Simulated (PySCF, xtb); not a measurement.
C3H6FNSi, SMILES F[SiH2]N1C=CC1.

GFN2-xTB in xtb at its own geometry gives an orbital gap of 4.31 eV and a dipole moment of 1.62 D.

The structure is a stationary point at PBE-D3(BJ)/def2-SVP. This is a generated structure with no PubChem entry under its InChIKey; it may be hypothetical. One conformer was computed; it need not be the lowest.

What does PySCF with ωB97X/def2-TZVP give? (An estimate is asked for; the answer gives what the named calculation found.)

gap 10.94 eV (levels -8.59 and 2.35 eV), dipole 1.64 D.
